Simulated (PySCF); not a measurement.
Identify the unknown among the candidates.

All candidates are C5H5NO.

| technique | computed result |
| --- | --- |
| NMR, other nuclei | isotropic shieldings of nuclei other than C and H, by class: -79 (1 N), -131 (1 O) ppm [GIAO B97-2/pcSseg-2] |
| 1H NMR | chemical shifts (computed TMS as zero) by class: 8.22 (2 H), 7.30 (2 H), 6.95 (1 H) ppm [GIAO B97-2/pcSseg-2] |
| Rotational structure | rotational constants A, B, C: 5.994, 2.829, 1.922 GHz [PBE0-D3(BJ)/def2-TZVP] |
| 13C NMR | chemical shifts (computed TMS as zero) by class: 146.9 (2 C), 132.4 (2 C), 123.7 (1 C) ppm [GIAO B97-2/pcSseg-2] |
| Dipole | 4.11 D [B97-2/pcSseg-2] |

Electronic properties: PySCF, gas phase, density fitting. Levels stand in brackets. Isolated species at its PBE0-D3(BJ)/def2-TZVP geometry, gas phase. Each NMR value is the plain mean over a class of atoms that symmetry, rotation or inversion makes alike.

Problem. Which candidate is it?
A. `Oc1ccccn1` (2-hydroxypyridine)
B. `Oc1ccncc1` (4-hydroxypyridine)
C. `[O-][n+]1ccccc1` (pyridine-N-oxide)

Solution. C. It is `[O-][n+]1ccccc1`. Numbering: `[O-:1][n+:2]1[cH:3][cH:4][cH:5][cH:6][cH:7]1`. Its formula, C5H5NO, gives 4 degrees of unsaturation: 1 ring and 3 π bonds in the structure found (Kekulé form). 5 carbons fall into 3 classes; from least to most shielded: aromatic CH next to a ring nitrogen [C3/C7] (146.9 ppm, 2 C), aromatic CH carbon [C4/C6] (132.4 ppm, 2 C), aromatic CH carbon [C5] (123.7 ppm). Hydrogen classes from least to most shielded: 2 H on 2 like atoms (aromatic CH next to a ring nitrogen), C3/C7 (8.22 ppm), 2 H on 2 aromatic CH carbons, C4/C6 (7.30 ppm), 1 H on an aromatic CH carbon, C5 (6.95 ppm). The other shieldings belong to: -79 ppm, N-oxide nitrogen [N2]; -131 ppm, N-oxide oxygen [O1]. The optimised geometry has point group C2v and is an asymmetric top.

The others, at the same levels:
- `Oc1ccncc1` fails: its computed 13C shifts are 170.3 (1 C), 159.8 (2 C), 114.5 (2 C) ppm, 1H shifts are 8.69 (2 H), 6.73 (2 H), 4.40 (1 H) ppm and dipole moment is 2.74 D (against 4.11 D).
- `Oc1ccccn1` fails: it has 5 carbon classes against 3; its computed 13C shifts are 170.8 (1 C), 156.0 (1 C), 146.2 (1 C), 121.4 (1 C), 112.5 (1 C) ppm, 1H shifts are 8.33 (1 H), 7.79 (1 H), 6.96 (1 H), 6.86 (1 H), 5.62 (1 H) ppm and dipole moment is 1.25 D (against 4.11 D).

Each candidate is one conformer, not necessarily the lowest. The conformers computed, where there is a choice (atom-mapped SMILES and torsion angles):
- `[OH:1][c:2]1[cH:3][cH:4][n:5][cH:6][cH:7]1`: H–O1–C2–C3 180°
- `[OH:1][c:2]1[cH:3][cH:4][cH:5][cH:6][n:7]1`: H–O1–C2–C3 180°
